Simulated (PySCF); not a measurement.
# Exercise with solution: oscillator strength and radiative lifetime

C₃H₆FNSi, SMILES NC(F)=C=C[SiH3].

Geometry optimised at PBE0-D3(BJ)/def2-SVP. The structure was generated by enumeration; whether it is a known compound was not checked. One conformer was computed; it need not be the lowest.

TDDFT-CAM-B3LYP/def2-SVPD (PySCF) puts the first singlet state with f over 0.02 at 6.39 eV (vertical), with the transition dipole (0.972, -0.083, 0.323) in atomic units.

Problem. Find the oscillator strength, the wavelength and the radiative lifetime that this transition would have in vacuum if emission retraced absorption.

Solution. 
|μ|² = 1.0560 au, so |μ| = 2.61 D. ΔE = 6.39/27.211 = 0.2348 hartree. f = (2/3) ΔE |μ|² = 0.165 (the program prints 0.165).
λ = 1239.84/6.39 = 194 nm; ν = 51539 cm⁻¹.
Einstein's coefficient A = 0.6670 ν² f s⁻¹ (ν in cm⁻¹) = 2.9e8 s⁻¹, so τ = 1/A = 3.4 ns. This state is S3; the lower singlets have f = 0.002, 0.003. The figure is the radiative limit of this one transition; relaxation, internal conversion, crossing to triplets and a medium change what is measured.
